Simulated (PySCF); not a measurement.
**Computed properties of AlCl, SMILES [Al][Cl]**

AlCl, SMILES [Cl][Al] (connectivity only; charge and spin as stated), neutral, multiplicity 1. Geometry: PBE0-D3(BJ)/def2-TZVPD. Other conformers were not sampled. All values are computed for the isolated molecule unless a solvent is named; none is compared with measurement here.

**Structure.** The optimised structure has C∞v symmetry. All 1 harmonic modes at PBE0-D3(BJ)/def2-TZVPD (PySCF) are real, so it is a minimum.

**Vibrations.** The strongest infrared lines (harmonic, unscaled, degenerate partners summed) lie at 470 cm⁻¹ (128 km/mol, Al 57 %, Cl 43 %). The softest mode is at 470 cm⁻¹ and the zero-point energy is 0.7 kcal/mol.

**Electronic structure.** CAM-B3LYP/def2-TZVPD (PySCF) places the frontier levels at -8.24 and -0.70 eV, a gap of 7.54 eV, and gives a dipole moment of 1.73 D and a mean polarisability of 53.1 bohr³. PBE/def2-TZVPD (PySCF) at the same geometry gives -6.09 and -2.40 eV, so its gap is 3.85 eV narrower. An orbital gap is neither the optical nor the fundamental gap.

**Excitations.** TDDFT-ωB97X/def2-TZVPD (PySCF) has S1 at 4.68 eV (265 nm, f = 0.411, bright); the most intense of the 10 singlets computed lies at 6.56 eV (f = 0.51). Strengths of degenerate partners are summed. T1 (TDA) is at 3.00 eV. TDDFT-PBE/def2-TZVPD (PySCF) puts S1 at 4.56 eV. No vertical singlet excitation falls in the visible range (under 3.1 eV).
